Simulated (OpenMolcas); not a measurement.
What dynamic correlation does to the levels of F5+

```json
{
 "Program": "OpenMolcas",
 "Basis": "ANO-RCC-VDZP [3s2p1d]",
 "Scalar Hamiltonian": "DKH2, point nucleus",
 "Active space": "2 electrons in 4 orbitals (2s 2p)",
 "State averaging": "2S+1 = 3 even, 3 roots; 2S+1 = 1 even, 7 roots (6 in the spin-orbit step); 2S+1 = 3 odd, 3 roots; 2S+1 = 1 odd, 3 roots",
 "Spin-orbit coupling": "RASSI with atomic mean-field integrals over the reference wave functions, term energies averaged over their components"
}
```

Methods on the same reference wave functions:
A. CASSCF
B. SS-CASPT2, IPEA 0.25 Eh, imaginary shift 0.1 Eh (closed shells correlated: 1s)

Energies in eV above 2s² ¹S₀, the measured ground level; measured values from Moore, Atomic Energy Levels, vol. I, NSRDS-NBS 35 (1971 reprint of NBS Circular 467, 1949).

```tsv
Level	A	B	Measured
2s² ¹S₀	0.0000	0.0000	0.0000
2s 2p ³P°₀	14.7288	14.652	
2s 2p ³P°₁	14.7541	14.677	12.0092
2s 2p ³P°₂	14.8052	14.728	12.0806
2s 2p ¹P°₁	26.8102	25.997	
2p² ³P₀	36.6478	36.568	
2p² ³P₁	36.6732	36.593	31.1988
2p² ³P₂	36.7236	36.644	31.2620
```

Deviations, from unrounded energies. A percentage is the sum of absolute deviations over the sum of measured energies, with the sign that they share, or ± where signs differ.

```tsv
Against measurement	Levels	A	B
mean absolute deviation (cm-1)	4	33000	32000
other configurations (%)	4	+19.0	+18.6
```

A, B lie about equally close to measurement. The largest miss of B in the table is 2p² ³P₁, by +44000 cm-1. The ranking rests on the paired levels alone, and a cruder setting can come out closer through cancelling errors.

The lowest spin-free term lies below A's lowest term by 0.003 hartree in B.

The basis is small and was not contracted for so high a charge. Computed and measured levels are paired by configuration, term and J; levels that our copy of the source lacks, or whose pairing is in doubt (as where it misses far off the trend of its configuration), stay unpaired and out of the deviations. Levels of configurations outside the active space are missing. Levels that lie high or do not pair safely by name in every column are left out.

° marks odd parity.
